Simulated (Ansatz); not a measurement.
Reaction (ligand exchange at the Al–C bond): `C[CH2][Al]([NH2])[NH2]` + H₂S → `[NH2][Al]([NH2])[SH]` + ethane

Program: Ansatz. Geometries: PBE0-D4/def2-TZVP. ΔE: electronic, gas phase. CCSD(T)/CBS adds triple-zeta CCSD(T) − MP2 to the extrapolated MP2 energy (def2 sets, frozen cores). This one scheme is used for every species. Functionals use def2-TZVPP. B3LYP here is the variant with VWN-RPA as its local correlation; programs differ in this. Each species was taken in one conformer, which may not be the lowest.

`C[CH2][Al]([NH2])[NH2]`:

Cartesian coordinates in Å:
```
C 0.976 -1.322 1.265
C 0.893 0.148 0.850
Al -0.424 0.543 -0.544
N -1.412 -0.764 -1.223
N -0.657 2.195 -1.148
H 0.020 -1.686 1.654
H 1.725 -1.493 2.045
H 1.241 -1.965 0.421
H 0.669 0.771 1.725
H 1.876 0.495 0.506
H -2.114 -0.672 -1.938
H -1.341 -1.725 -0.934
H -1.310 2.479 -1.859
H -0.140 2.994 -0.819
```

H₂S:

```xyz
3

S     0.272   -0.503    0.238
H     0.267    0.063   -0.978
H    -0.539    0.440    0.739
```

`[NH2][Al]([NH2])[SH]`:

Z-matrix (Å, degrees):
```
N
Al 1 1.765
H 1 1.006 2 124.9
H 1 1.006 2 124.9 3 -178.3
N 2 1.763 1 121.7 3 171.1
S 2 2.191 1 120.7 3 -8.8
H 5 1.006 2 124.2 1 172.0
H 5 1.006 2 125.5 1 -8.7
H 6 1.344 2 93.0 1 -13.1
```

`CC`:

```xyz
8

C     0.025    0.485    0.584
C    -0.025   -0.485   -0.584
H    -0.354    0.025    1.500
H     1.046    0.819    0.782
H    -0.580    1.374    0.389
H     0.354   -0.025   -1.500
H    -1.046   -0.819   -0.782
H     0.580   -1.374   -0.389
```

Task: Is it downhill or uphill in electronic energy at CCSD(T)/CBS, and by how much? (An estimate is asked.)

Result: Ansatz gave: Downhill: ΔE = -125.6 kJ/mol.

Task: What do these levels give: revPBE-D4, r2SCAN-D4, ωB97M-V, PBE0, B3LYP, r2SCANh, r2SCAN0, CAM-B3LYP, MP2/def2-SVP, CCSD/def2-TZVPP, CCSD(T)/def2-TZVPP, CCSD/CBS(def2)? (Estimate.)

Result: Ansatz gave: revPBE-D4 -121.9, r2SCAN-D4 -128.9, ωB97M-V -122.9, PBE0 -128.0, B3LYP -126.7, r2SCANh -130.6, r2SCAN0 -131.7, CAM-B3LYP -125.6, MP2/def2-SVP -126.9, CCSD/def2-TZVPP -125.5, CCSD(T)/def2-TZVPP -124.4, CCSD/CBS(def2) -126.6 kJ/mol.

Largest T1 diagnostic among the species: 0.010.

Leaving LDA and LC-ωPBE aside and taking each functional with its dispersion term where it has one, the values, not all of them listed here, spread over 10.4 kJ/mol, from r2SCAN0-D4 to BLYP-D4. LDA lies +4.9 kJ/mol from PBE without D4. From PBE to PBE0 (25 % exact exchange), in def2-TZVPP and without D4, ΔE moves by −4.4 kJ/mol.
